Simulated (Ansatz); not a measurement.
**Nudged elastic band run: C2H7AlBF**

The input (input.yaml):

```yaml
crystal:
  periodic: [false, false, false]
  atoms:
    - { symbol: C, position_ang: [-0.891831, 0.069224, 1.215983] }
    - { symbol: C, position_ang: [-0.297494, -1.079278, 0.411787] }
    - { symbol: B, position_ang: [0.530666, -0.676452, -0.861805] }
    - { symbol: F, position_ang: [0.929228, -1.680043, -1.653467] }
    - { symbol: Al, position_ang: [1.077062, 1.354237, -1.38058] }
    - { symbol: H, position_ang: [-1.613377, 0.650757, 0.617721] }
    - { symbol: H, position_ang: [-0.110108, 0.768106, 1.562798] }
    - { symbol: H, position_ang: [-1.426469, -0.27497, 2.114916] }
    - { symbol: H, position_ang: [-1.074274, -1.803731, 0.099969] }
    - { symbol: H, position_ang: [0.398389, -1.677553, 1.035388] }
    - { symbol: H, position_ang: [2.408423, 2.035982, -0.812236] }
    - { symbol: H, position_ang: [0.146586, 2.258521, -2.316474] }
basis:
  gaussian: { orbitals: def2-SVP }
hamiltonian:
  xc: pbe0
  dispersion: d4
neb:
  order_check: false
  images: 5
  f_tol: 0.03
  max_iterations: 60
  initial_path: idpp
  final_atoms:
    - { symbol: C, position_ang: [-0.85819351, 0.06918849, 1.23960655] }
    - { symbol: C, position_ang: [-0.30026336, -1.08038754, 0.41104231] }
    - { symbol: B, position_ang: [0.60892822, -0.67863767, -0.8067057] }
    - { symbol: F, position_ang: [1.15257532, -1.68715657, -1.49945328] }
    - { symbol: Al, position_ang: [1.01413128, 1.35743305, -1.42436069] }
    - { symbol: H, position_ang: [-1.47065144, 0.75131424, 0.62532748] }
    - { symbol: H, position_ang: [-0.05198356, 0.66879041, 1.69472328] }
    - { symbol: H, position_ang: [-1.50104481, -0.27579962, 2.06369847] }
    - { symbol: H, position_ang: [-1.11722114, -1.70154611, -0.00792245] }
    - { symbol: H, position_ang: [0.28001136, -1.78543685, 1.0373599] }
    - { symbol: H, position_ang: [0.04760234, 2.13623779, -2.43304649] }
    - { symbol: H, position_ang: [2.2729103, 2.17080039, -0.86626938] }
```

Launched with:

```bash
$ ansatz run input.yaml --threads 2 --pin off --max-ram 3072MiB --backend cpu --events-out ev --progress --plain --runs-dir out
```

Output, in part (warnings, iteration lines, the closing report on the highest movable image, with atoms numbered from 0):

```
NEB end point (image 0): max|allowed force component| = 1.431e-2 eV/Å (the criterion of neb.relax_end_points is 1.000e-2)
NEB end point (image 6): max|allowed force component| = 7.042e-3 eV/Å (the criterion of neb.relax_end_points is 1.000e-2)
NEB iter   1: max|band force component| = 7.991e-1 eV/Å  barrier→ = 0.2857 eV  barrier← = 0.2860 eV  Δτ_max = 0.1943 Å  (187 SCF iters)
NEB iter   2: max|band force component| = 7.507e-1 eV/Å  barrier→ = 0.0906 eV  barrier← = 0.0909 eV  Δτ_max = 0.0828 Å  (143 SCF iters)
NEB iter   3: max|band force component| = 1.657e-1 eV/Å  barrier→ = 0.0779 eV  barrier← = 0.0782 eV  CI = image 3  Δτ_max = 0.0868 Å  (145 SCF iters)
NEB iter   4: max|band force component| = 7.546e-2 eV/Å  barrier→ = 0.0690 eV  barrier← = 0.0692 eV  CI = image 3  Δτ_max = 0.0621 Å  (142 SCF iters)
NEB iter   5: max|band force component| = 5.992e-2 eV/Å  barrier→ = 0.0660 eV  barrier← = 0.0662 eV  CI = image 3  Δτ_max = 0.0526 Å  (151 SCF iters)
NEB iter   6: max|band force component| = 3.702e-2 eV/Å  barrier→ = 0.0647 eV  barrier← = 0.0650 eV  CI = image 3  Δτ_max = 0.0272 Å  (140 SCF iters)
NEB iter   7: max|band force component| = 2.022e-2 eV/Å  barrier→ = 0.0645 eV  barrier← = 0.0648 eV  CI = image 3  Δτ_max = 0.0000 Å  (255 SCF iters)
Total energy: -12163.32539299 eV, -446.9939635942 hartree
Atom 0 at    -1.274899     0.002090     0.912701 Å, force    -0.001417     0.001280     0.000163 eV/Å
Atom 1 at    -0.268984    -1.053370     0.475597 Å, force     0.004988    -0.015643     0.000511 eV/Å
Atom 2 at     0.881032    -0.606099    -0.493608 Å, force     0.010921    -0.013930    -0.004600 eV/Å
Atom 3 at     1.717974    -1.571961    -0.889611 Å, force    -0.006899     0.016607     0.000912 eV/Å
Atom 4 at     1.286303     1.400080    -1.264622 Å, force    -0.005850     0.008302     0.002301 eV/Å
Atom 5 at    -1.809220     0.433772     0.051276 Å, force     0.000832     0.001742    -0.000558 eV/Å
Atom 6 at    -0.783724     0.839961     1.432789 Å, force     0.000498     0.001587    -0.001153 eV/Å
Atom 7 at    -2.034971    -0.405839     1.596361 Å, force    -0.001678     0.001063     0.000571 eV/Å
Atom 8 at    -0.771852    -1.913927    -0.009448 Å, force    -0.002062     0.003108     0.003158 eV/Å
Atom 9 at     0.237643    -1.509104     1.350949 Å, force    -0.003821     0.002635     0.000254 eV/Å
Atom 10 at     2.520658     1.669852    -2.241314 Å, force     0.003202    -0.003692    -0.001903 eV/Å
Atom 11 at     0.376843     2.659346    -0.887071 Å, force     0.001287    -0.003058     0.000345 eV/Å
Dipole moment:    -0.207820    -0.097838     0.181153 e Å
```

The run converged. A vibrational analysis at the climbing image gives one clearly imaginary mode, 101i cm⁻¹, and a faint second one (21i cm⁻¹) that may be numerical noise or a soft torsion: probably a first-order saddle point.

Final band (atoms are numbered from 1 in the order of the input):

```json
{"image": "0", "path coordinate (Å)": "0.00", "energy (kcal/mol)": "0.0", "dihedral F4–B3–Al5–H12 (°)": "90"}
{"image": "1", "path coordinate (Å)": "0.93", "energy (kcal/mol)": "0.4", "dihedral F4–B3–Al5–H12 (°)": "116"}
{"image": "2", "path coordinate (Å)": "1.85", "energy (kcal/mol)": "1.1", "dihedral F4–B3–Al5–H12 (°)": "147"}
{"image": "3", "path coordinate (Å)": "2.78", "energy (kcal/mol)": "1.5", "dihedral F4–B3–Al5–H12 (°)": "180"}
{"image": "4", "path coordinate (Å)": "3.72", "energy (kcal/mol)": "1.1", "dihedral F4–B3–Al5–H12 (°)": "-147"}
{"image": "5", "path coordinate (Å)": "4.65", "energy (kcal/mol)": "0.3", "dihedral F4–B3–Al5–H12 (°)": "-116"}
{"image": "6", "path coordinate (Å)": "5.59", "energy (kcal/mol)": "0.0", "dihedral F4–B3–Al5–H12 (°)": "-89"}
```

Time of the run: 57 s on 2 threads of Intel(R) Xeon(R) 6975P-C (Granite Rapids), on a shared host, peak memory 0.28 GiB.
